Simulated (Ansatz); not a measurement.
`N[SiH2]SS` and `N[SiH2]S[SiH2]N` differ in one atom or group.

Ansatz, PBE0-D4/def2-TZVP geometries, multiplicity 1. Each molecule was computed in one conformer, which needn't be the lowest.

```tsv
property	`N[SiH2]SS`
HOMO–LUMO gap (PBE0/def2-TZVPP) / eV	6.05
HOMO–LUMO gap (PBE/def2-TZVPP) / eV	3.87
HOMO energy (ωB97M-V/def2-TZVPP) / eV	-9.18
HOMO energy (B3LYP/def2-TZVPP) / eV	-6.81
LUMO energy (PBE/def2-TZVPP) / eV	-1.96
LUMO energy (ωB97M-V/def2-TZVPP) / eV	1.08
```

**Question.** Give the same properties after the change, and the shifts. (An estimate is asked.)

**Answer.** The calculation gave: 
```json
{"property": "HOMO–LUMO gap (PBE0/def2-TZVPP) / eV", "`N[SiH2]S[SiH2]N`": "7.49", "shift": "1.44"}
{"property": "HOMO–LUMO gap (PBE/def2-TZVPP) / eV", "`N[SiH2]S[SiH2]N`": "5.41", "shift": "1.54"}
{"property": "HOMO energy (ωB97M-V/def2-TZVPP) / eV", "`N[SiH2]S[SiH2]N`": "-9.39", "shift": "-0.21"}
{"property": "HOMO energy (B3LYP/def2-TZVPP) / eV", "`N[SiH2]S[SiH2]N`": "-6.94", "shift": "-0.13"}
{"property": "LUMO energy (PBE/def2-TZVPP) / eV", "`N[SiH2]S[SiH2]N`": "-0.52", "shift": "1.44"}
{"property": "LUMO energy (ωB97M-V/def2-TZVPP) / eV", "`N[SiH2]S[SiH2]N`": "1.80", "shift": "0.72"}
```

With PBE0 the HOMO falls by 0.15 eV and the LUMO rises by 1.28 eV, so the gap widens by about 1.43 eV. PBE moves the HOMO by -0.10 eV and ωB97M-V by -0.21 eV.

B3LYP here is the variant with VWN-RPA as its local correlation; programs differ in this.
